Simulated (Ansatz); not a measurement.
Reaction (hydrogenolysis of a B–Ge bond): `OC[B](Cl)[GeH3]` + H₂ → `OCBCl` + GeH₄

Computed with Ansatz on PBE0-D4/def2-TZVP structures; ΔE is electronic, products minus reactants. CCSD(T)/CBS is the MP2 limit (def2-TZVPP, def2-QZVPP) plus CCSD(T) − MP2 in def2-TZVPP, frozen cores. This one scheme is used for every species. Functionals use def2-TZVPP. B3LYP here is the variant with VWN-RPA as its local correlation; programs differ in this. For Ge outer-core shells are correlated without core-valence functions, which leaves a few kJ/mol of doubt a bond. Scalar relativity is left out up to krypton. One conformer a species, not always the lowest.

| level | ΔE (kJ/mol) | difference from CCSD(T)/CBS |
| --- | --- | --- |
| B3LYP-D4 | -34.8 | -5.1 |
| ωB97X-V | -36.7 | -7.0 |
| ωB97M-V | -36.2 | -6.5 |
| PBE0 | -38.6 | -8.9 |
| B3LYP | -46.4 | -16.7 |
| HF/def2-TZVPP | -64.6 | -34.9 |
| CCSD(T)/def2-TZVPP | -32.5 | -2.8 |
| HF/def2-QZVPP | -66.6 | -36.9 |
| MP2/def2-QZVPP | -28.4 | 1.3 |
| MP2/CBS(def2) | -26.5 | 3.2 |
| CCSD(T)/CBS | -29.7 | 0 |

Largest T1 diagnostic among the species: 0.012.

In def2-TZVPP, CCSD(T) changes the Hartree–Fock value by +32.1 kJ/mol (the triples alone add +5.4 kJ/mol) and MP2 by +35.3 kJ/mol. From PBE to PBE0 (25 % exact exchange), in def2-TZVPP and without D4, ΔE moves by −5.0 kJ/mol.
